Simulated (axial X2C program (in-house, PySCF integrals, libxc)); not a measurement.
## Outer orbitals of InSe⁺ at 2.701 Å, PBE0

Computed with an axial X2C code built on PySCF integrals. Spin-free means the one-electron spin-free X2C Hamiltonian; two-component (2c) means X2C with spin–orbit coupling and atomic mean-field two-electron Coulomb and Gaunt terms, so the difference of the two also holds small scalar two-electron terms. Basis: In dyall-v3z [11s12p9d1f], Se dyall-v3z [8s9p6d1f] (cores contracted in-house); Gaussian nuclei, density fitting, unrestricted open shells. Masses: In 114.904 u, Se 79.917 u.

The distance is close to the 2c PBE0 minimum; the highest filled and lowest empty levels are listed.

Spin-free orbitals, state M_S = 1, Λ = 1 (beyond evenly filled blocks: σα, π+α, π+β, π-α) (Löwdin shares):

| symmetry | occupied | ε (eV) | atomic character |
| --- | --- | --- | --- |
| σα | yes | -28.28 | 97% In d, 3% Se s |
| δ+α | yes | -28.19 | 100% In d |
| δ-α | yes | -28.19 | 100% In d |
| δ+β | yes | -28.14 | 100% In d |
| π-α | yes | -28.14 | 100% In d |
| π+α | yes | -28.14 | 100% In d |
| δ-β | yes | -28.14 | 100% In d |
| σβ | yes | -28.12 | 99% In d |
| π+β | yes | -28.08 | 100% In d |
| π-β | yes | -28.07 | 100% In d |
| σα | yes | -25.49 | 84% Se s, 7% In d, 6% In p |
| σβ | yes | -23.49 | 84% Se s, 6% In p, 5% In d |
| σα | yes | -16.51 | 57% In s, 38% Se p, 3% Se s |
| σβ | yes | -15.52 | 71% In s, 23% Se p, 4% Se s |
| π-α | yes | -13.48 | 92% Se p, 4% In p, 3% In d |
| π+α | yes | -13.48 | 92% Se p, 4% In p, 3% In d |
| σα | yes | -13.29 | 44% Se p, 32% In s, 20% In p |
| π+β | yes | -12.19 | 90% Se p, 6% In p, 3% In d |
| σβ | no | -10.16 | 52% Se p, 26% In p, 18% In s |
| π-β | no | -9.92 | 85% Se p, 10% In p, 3% In d |
| π+α | no | -7.32 | 93% In p, 4% Se p, 2% Se d |
| π-α | no | -7.32 | 93% In p, 4% Se p, 2% Se d |

Spinors with spin–orbit coupling (state Ω = 2):

```
   ω  occupied  ε (eV)              atomic character     λ mixture
-3/2       yes  -28.65                     100% In d  84% δ, 16% π
 1/2       yes  -28.65                      99% In d  52% σ, 48% π
 3/2       yes  -28.64                     100% In d  80% δ, 20% π
-1/2       yes  -28.62                     100% In d  61% π, 39% σ
 1/2       yes  -27.85                      98% In d  52% π, 48% σ
 5/2       yes  -27.84                     100% In d        100% δ
 3/2       yes  -27.80                     100% In d  80% π, 20% δ
-5/2       yes  -27.80                     100% In d        100% δ
-1/2       yes  -27.79                      99% In d  61% σ, 39% π
-3/2       yes  -27.75                     100% In d  84% π, 16% δ
 1/2       yes  -25.46    84% Se s, 7% In d, 6% In p        100% σ
-1/2       yes  -23.50    84% Se s, 6% In p, 5% In d        100% σ
 1/2       yes  -16.50   57% In s, 38% Se p, 3% Se s        100% σ
-1/2       yes  -15.52   70% In s, 23% Se p, 4% Se s        100% σ
-1/2       yes  -13.60    92% Se p, 4% In p, 3% In d   99% π, 1% σ
 3/2       yes  -13.33    92% Se p, 4% In p, 3% In d        100% π
 1/2       yes  -13.28  45% Se p, 32% In s, 20% In p   99% σ, 1% π
 1/2       yes  -12.31    89% Se p, 7% In p, 3% In d   99% π, 1% σ
-1/2        no  -10.14  52% Se p, 26% In p, 18% In s   99% σ, 1% π
-3/2        no   -9.80   85% Se p, 10% In p, 4% In d        100% π
-1/2        no   -7.43    92% In p, 4% Se p, 2% Se d        100% π
 3/2        no   -7.18    93% In p, 4% Se p, 2% Se d        100% π
```

Problem. How does the gap between the highest filled and lowest empty level change from the spin-free to the 2c table?

Solution. From 2.03 to 2.17 eV at PBE0, a change of 0.14 eV.

Mulliken charges and populations of the two-component result (they depend on the basis, above all on diffuse functions):

In 0.83 e (s 9.79 p 18.33 d 20.04 f 0.01), Se 0.17 e (s 7.98 p 15.83 d 10.02). ⟨Lz⟩ = 1.01 ħ and ⟨Sz⟩ = 0.99 ħ (0.17 and 0.82 on the two atoms), which add up to Ω.

Density functionals use the spin component along the axis (collinear). The functionals have no current-density term, which raises determinants with orbital currents, atoms included. The state is one determinant with fixed occupations, lowest in a PBE0 search at one distance only: followed along the bond, the spin-free determinant M_S = 1, Λ = 0 reaches 0.29 eV lower at PBE0, so the state shown is not the lowest. With several unpaired electrons one determinant need not be a pure state. Open-shell Ω = 0 determinants with evenly filled partner blocks cannot be reached by this program, so the Ω shown need not be the lowest component.
